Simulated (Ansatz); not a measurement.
## Energy profile

The step: BHSF₂ ([F][B]([F])[SH]) + SiH₄ → BSiH₃F₂ ([F][B]([F])[SiH3]) + H₂S; bonds formed: B1–Si6, S2–H5; bonds broken: B1–S2, H5–Si6 (atoms numbered as in the saddle structure below).

```
10
angstrom
B 0.1841 -0.9511 -0.1223
S 1.0148 -0.3890 -1.9957
F -0.7809 -1.8476 -0.3946
F 1.1920 -1.2978 0.6989
H 0.1594 0.2971 -0.8106
Si -0.8045 0.7944 0.8067
H 2.1328 0.0794 -1.4164
H 0.1309 1.8916 1.1637
H -1.9574 1.3339 0.0428
H -1.2711 0.0891 2.0275
```

Electronic energies by CCSD(T) at an estimated basis limit (MP2 extrapolated from triple and quadruple zeta, plus CCSD(T) − MP2 in triple zeta), on PBE0-D4/def2-TZVP structures; BSiH5SF2, closed shell; no counterpoise correction. Computed with Ansatz 0.2.0 (basis: def2-TZVPP and def2-QZVPP); correlated methods freeze the cores. Extrapolation: Hartree–Fock as exp(−7.88 √X), correlation as X^−2.97.

(1) Give the profile in kJ/mol, counted from the separated reactants. (To be estimated.)

The T1 diagnostic stays at or below 0.014.

Results:

(1) Computed:
```
                                                                                                              point  kJ/mol
   separated: BHSF2 (linked as [F][B]([F])[SH]; B1, S2, F3, F4, H7; singlet) + SiH4 (H5, Si6, H8, H9, H10; singlet)     0.0
                                                                                                    start structure    -6.0
                                                                                                             saddle   207.0
                                                                                                      end structure    68.1
separated: BSiH3F2 (linked as [F][B]([F])[SiH3]; B1, F3, F4, Si6, H8, H9, H10; singlet) + H2S (S2, H5, H7; singlet)    81.7
```

For scale, one of the runs: CCSD(T)/def2-TZVPP, 247 basis functions, launched by `ansatz run in.yaml --threads 4 --pin off --events-out ev --progress --plain --max-ram 9574MiB`. Hardware: 4 CPU threads of an Arm Neoverse V2, shared host. Wall time 2.6 min; peak host memory 5 GiB.
